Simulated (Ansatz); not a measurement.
Relaxation of BCl₂H₅OSi (10 atoms, charge 0, multiplicity 1), to a largest force component of 0.03 eV/Å in at most 50 steps.

These are results of Ansatz, RKS PBE-D4/def2-SVP, not measurements.

```xyz
10
Properties=species:S:1:pos:R:3:forces:R:3
B 0.127 -0.414 -0.441 0.21 -0.99 -0.07
H -0.032 0.025 1.912 -0.31 1.74 0.52
Cl 1.506 0.679 -0.502 -0.01 0.00 -0.02
Cl -1.481 0.191 -0.908 0.04 -0.03 0.04
O 0.324 -1.743 -0.136 -0.12 0.89 -0.49
Si -0.759 -3.050 -0.322 -0.07 -0.08 0.04
H 0.060 -4.283 -0.096 0.01 0.02 -0.01
H -1.849 -2.971 0.711 0.04 0.04 -0.05
H -1.329 -3.035 -1.710 -0.01 -0.02 0.03
H 0.078 -0.680 1.798 0.22 -1.58 0.02
```

Where does it end, and by what steps?

The forces met the threshold. The force dipped under the threshold on the way, but the program's further checks kept it going. After 23 steps the energy has fallen by 0.232 eV; H10 moved furthest, 0.75 Å.

| step | energy less start (eV) | largest force component (eV/Å) | accepted |
| --- | --- | --- | --- |
| 0 | 0.0000 | 1.741 | yes |
| 1 | -0.1444 | 0.570 | yes |
| 2 | -0.1841 | 0.422 | yes |
| 3 | -0.2084 | 0.232 | yes |
| 4 | -0.2132 | 0.112 | yes |
| 5 | -0.2159 | 0.101 | yes |
| 6 | -0.2181 | 0.040 | yes |
| 7 | -0.2194 | 0.036 | yes |
| 8 | -0.2206 | 0.042 | yes |
| 9 | -0.2212 | 0.089 | yes |
| 10 | -0.2093 | 0.649 | no |
| 11 | -0.2238 | 0.045 | yes |
| 12 | -0.2264 | 0.065 | yes |
| 13 | -0.1921 | 1.067 | no |
| 14 | -0.2273 | 0.042 | yes |
| 15 | -0.2278 | 0.121 | yes |
| 16 | -0.2299 | 0.055 | yes |
| 17 | -0.2311 | 0.039 | yes |
| 18 | -0.2314 | 0.014 | yes |
| 19 | -0.2308 | 0.208 | no |
| 20 | -0.2317 | 0.021 | yes |
| 21 | -0.2303 | 0.134 | no |
| 22 | -0.2318 | 0.042 | yes |
| 23 | -0.2319 | 0.025 | yes |

```xyz
10
Properties=species:S:1:pos:R:3
B 0.261 -0.466 -0.745
H -0.601 -0.180 2.201
Cl 1.658 0.597 -0.903
Cl -1.376 0.237 -0.825
O 0.438 -1.788 -0.573
Si -0.720 -3.035 -0.382
H 0.081 -4.287 -0.207
H -1.556 -2.766 0.833
H -1.573 -3.118 -1.613
H 0.033 -0.477 2.521
```

Time of the run: 54 s on 2 threads of Arm Neoverse V1 (shared host), peak memory 0.15 GiB.
